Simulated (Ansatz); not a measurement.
Molecule: 1,1,1,2-tetrafluoroethane, C₂H₂F₄, charge 0, multiplicity 1. SMILES: FCC(F)(F)F
Geometry from a B3LYP-D3(BJ)/def2-TZVP (Ansatz, a program for electronic structure) optimisation:
```
C
F 1 1.3409
F 1 1.3409 2 107.85
F 1 1.3487 2 108.02 3 116.52
C 1 1.5187 2 111.94 3 -123.57
F 5 1.3760 1 109.64 2 60.62
H 5 1.0906 6 109.46 1 119.32
H 5 1.0906 7 110.59 6 -120.67
```

Property: vertical triplet-singlet gap, E(triplet) - E(singlet), in eV. Conventions: 6-31G* and kin with 6d, 5d where marked; non-relativistic; spin-orbit terms left out; UHF or UKS for open shells; dispersion terms only where a functional's name holds one; 6-311+G** with 5d; each state is the SCF solution reached for its charge and spin. Ab initio and DFT rows: single points at B3LYP-D3(BJ) geometries (Ansatz). Levels can end on unlike triplets.

```tsv
level	program	vertical triplet-singlet gap, E(triplet) - E(singlet) (eV)
B3LYP/STO-3G	Ansatz	9.46
B3LYP/3-21G	Ansatz	9.27
B3LYP/6-31G*	Ansatz	9.40
B3LYP/6-311+G**	Ansatz	8.93
B3LYP/def2-TZVPD	Ansatz	8.92
```

No value to compare with is used here. The 4 habitual levels span 8.93 (B3LYP/6-311+G**) to 9.46 eV (B3LYP/STO-3G); B3LYP/def2-TZVPD gives 8.92.

The sets are all those run for this method; left out are runs that failed, that the program found above a lower state of the same kind, or whose <S^2> lies over 0.5 above the pure value.
